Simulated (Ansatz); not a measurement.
Consider the ligand exchange at a B–F bond: `CB(C)F` + `C=C=N` → `C=C=NB(C)C` + H–F.

Calculated with Ansatz (gas phase, PBE0-D4/def2-TZVP geometries, no zero-point term in ΔE). CCSD(T)/CBS adds triple-zeta CCSD(T) − MP2 to the extrapolated MP2 energy (def2 sets, frozen cores). This one scheme is used for every species. DFT in def2-TZVPP. B3LYP here is the variant with VWN-RPA as its local correlation; programs differ in this. One conformer a species, not always the lowest.

Problem. Is it downhill or uphill in electronic energy at CCSD(T)/CBS, and by how much? (Estimate.)

Solution. The calculation gave: Uphill: ΔE = +33.7 kJ/mol.

Problem. What do these levels give: B3LYP-D4, ωB97X-V, ωB97M-V, B2PLYP, PBE, r2SCAN, B3LYP, MP2/def2-TZVPP, CCSD(T)/def2-TZVPP, HF/def2-QZVPP, MP2/def2-QZVPP, MP2/CBS(def2)? (An estimate is asked.)

Solution. The calculation gave: B3LYP-D4 34.7, ωB97X-V 46.7, ωB97M-V 45.1, B2PLYP 39.6, PBE 33.9, r2SCAN 39.7, B3LYP 42.6, MP2/def2-TZVPP 28.0, CCSD(T)/def2-TZVPP 38.5, HF/def2-QZVPP 58.7, MP2/def2-QZVPP 25.1, MP2/CBS(def2) 23.2 kJ/mol.

Largest T1 diagnostic among the species: 0.015.

In def2-TZVPP, CCSD(T) changes the Hartree–Fock value by −20.6 kJ/mol (the triples alone add −3.7 kJ/mol) and MP2 by −31.1 kJ/mol. The D4 term adds −7.9 kJ/mol with B3LYP and −4.7 kJ/mol with PBE0; it sums over pairs of atoms, weighted by their polarisabilities, and B3LYP, whose exchange is more repulsive, gets the larger term.
